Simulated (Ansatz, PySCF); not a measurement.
Species: sum formula HPO (charge 0, singlet). 
Geometry from a B3LYP-D3(BJ)/def2-TZVP (Ansatz, a quantum-chemistry and plane-wave program) optimisation:
```xyz
3

P     -0.0445    -0.0418    -0.4790
O     -0.0789     0.0248     1.0025
H      1.2993     0.4287    -0.8354
```

Total electronic energies in hartree. Cores are frozen in the correlated levels unless marked. No spin-orbit coupling. No relativistic terms. CBS(X,Y): correlation extrapolated as X^-3; Hartree-Fock from the larger set (for Q and 5 zeta extrapolated as (X+1)exp(-9√X)).

The Hartree-Fock reference is unstable (checked in the largest basis), which strains HF and MP2. 

| level | program | energy (Eh) |
|---|---|---|
| HF/cc-pV(D+d)Z | Ansatz | -416.15315 |
| HF/def2-TZVPP | Ansatz | -416.20061 |
| RI-HF/def2-TZVPP | Ansatz | -416.20056 |
| PBE-D4/def2-TZVPD | Ansatz + dftd4 | ? |
| BP86-D3(BJ)/def2-TZVPD | PySCF + dftd3 | ? |
| PBE0/def2-TZVP | Ansatz | ? |
| BHLYP-D4/def2-TZVPD | Ansatz + dftd4 | -417.15597 |
| PW6B95-D3(BJ)/def2-TZVPD | PySCF + dftd3 | -417.56958 |
| wB97X/def2-TZVPD | Ansatz | -417.16836 |
| B2PLYP-D3(BJ)/def2-TZVPD | Ansatz + dftd3 | -417.03126 |
| MP2/def2-TZVPP | Ansatz | -416.58124 |
| RI-MP2/cc-pV(T+d)Z | Ansatz | -416.58448 |
| RI-MP2/CBS(def2-TZVPPD,def2-QZVPPD) | Ansatz | -416.6476 |
| SCS-MP2/def2-SVP | Ansatz | -416.26836 |
| CCSD/6-31G | Ansatz | -416.21573 |
| CCSD/def2-SVP | Ansatz | -416.28845 |
| CCSD/def2-TZVPPD | Ansatz | -416.59710 |
| CCSD(T)/def2-TZVPP | Ansatz | -416.61202 |
| CCSD(T)/cc-pV(5+d)Z | Ansatz | -416.66599 |
| CCSD(T) with core electrons (1s frozen past Ne)/cc-pwCVTZ | Ansatz | -416.94002 |
| CCSDT/cc-pV(D+d)Z | Ansatz | -416.48492 |
| CCSD(T)/CBS(def2-TZVPPD,def2-QZVPPD) | Ansatz | -416.6742 |
| CCSD(T)/CBS(cc-pV(Q+d)Z,cc-pV(5+d)Z) | Ansatz | -416.6770 |

Question: Complete the blanks.

Answer: 
- PBE-D4/def2-TZVPD, energy (Eh): -416.96514
- BP86-D3(BJ)/def2-TZVPD, energy (Eh): -417.23968
- PBE0/def2-TZVP, energy (Eh): -416.98118
